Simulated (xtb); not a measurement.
Cl3La, singlet, geometry from GFN2-xTB (such geometries of metal compounds can be far from the true shape); GFN0-xTB run with xtb.

xtb was given this input:
```
$ xtb mol.xyz --gfn 0 --chrg 0 --uhf 0 --json

# file mol.xyz
4

La     0.19334028    -0.19046844    -0.61524174
Cl    -1.96926279    -0.82209264     0.45709470
Cl    -0.10301305     2.17690188     0.11512742
Cl     1.42401726    -0.71617979     1.49064724
```

Output, abridged:

```
   ID    Z sym.   atoms
    1   57 La     1
    2   17 Cl     2-4

           -------------------------------------------------
          |                Calculation Setup                |
           -------------------------------------------------

           -------------------------------------------------
          |                 G F N 0 - x T B                 |
           -------------------------------------------------

          ...................................................
          :                      SETUP                      :
          :.................................................:
          :  # basis functions                  40          :
          :  # atomic orbitals                  36          :
          :  # shells                           12          :
          :  # electrons                        24          :
          :  electronic temp.          300.0000000     K    :
          :  accuracy                    1.0000000          :
          :  -> integral cutoff          0.2500000E+02      :
          :  -> integral neglect         0.1000000E-07      :
          ...................................................

         :::::::::::::::::::::::::::::::::::::::::::::::::::::
         ::                     SUMMARY                     ::
         :::::::::::::::::::::::::::::::::::::::::::::::::::::
         :: total energy             -14.138757659931 Eh    ::
         :: gradient norm              0.035653101788 Eh/a0 ::
         :: HOMO-LUMO gap              4.533755375389 eV    ::
         ::.................................................::
         :: H0 energy                -14.003664138568 Eh    ::
         :: repulsion energy           0.016442899519 Eh    ::
         :: electrostat energy        -0.150297413392 Eh    ::
         :: -> Gsolv                   0.000000000000 Eh    ::
         ::    -> Gsasa                0.000000000000 Eh    ::
         ::    -> Gshift               0.000000000000 Eh    ::
         :: dispersion energy         -0.001239007490 Eh    ::
         :: short-range corr.          0.000000000000 Eh    ::
         :: add. restraining           0.000000000000 Eh    ::
         :: total charge               0.000000000000 e     ::
         :::::::::::::::::::::::::::::::::::::::::::::::::::::

           -------------------------------------------------
          |                Property Printout                |
[...]
        15                         -0.2583685              -7.0306
        16                         -0.2529726              -6.8837
        17                         -0.2070771              -5.6349
        18                         -0.2070771              -5.6349
        19                         -0.0630217              -1.7149
        20                         -0.0630125              -1.7147
        21                         -0.0630125              -1.7147
        22                         -0.0628348              -1.7098
        23                         -0.0621182              -1.6903
       ...                                ...                  ...
        36                          0.5842699              15.8988
      -------------------------------------------------------------
                  HL-Gap            0.1666124 Eh            4.5338 eV
             Fermi-level            0.0000000 Eh            0.0000 eV

     #   Z          covCN         q      C6AA      α(0)
     1  57 La       2.122     1.027   591.332    73.651
     2  17 Cl       0.708    -0.342   107.815    15.869
     3  17 Cl       0.708    -0.342   107.815    15.869
     4  17 Cl       0.708    -0.342   107.815    15.869

 Mol. C6AA /au·bohr⁶  :       2918.360661
 Mol. C8AA /au·bohr⁸  :     337574.234060
 Mol. α(0) /au        :        121.258807

Wiberg/Mayer (AO) data.
largest (>0.10) Wiberg bond orders for each atom

 ---------------------------------------------------------------------------
     #   Z sym  total        # sym  WBO       # sym  WBO       # sym  WBO
 ---------------------------------------------------------------------------
     1  57 La   1.853 --     2 Cl   0.618     3 Cl   0.618     4 Cl   0.618
     2  17 Cl   0.647 --     1 La   0.618
     3  17 Cl   0.647 --     1 La   0.618
     4  17 Cl   0.647 --     1 La   0.618
 ---------------------------------------------------------------------------

Topologies differ in total number of bonds
Writing topology from bond orders to xtbtopo.mol

 dipole moment from electron density (au)
     X       Y       Z
   1.6971  -1.6719  -5.4005  total (Debye):   15.003

           -------------------------------------------------
          | TOTAL ENERGY              -14.138757659931 Eh   |
          | GRADIENT NORM               0.035653101788 Eh/α |
          | HOMO-LUMO GAP               4.533755375389 eV   |
           -------------------------------------------------

normal termination of xtb
```
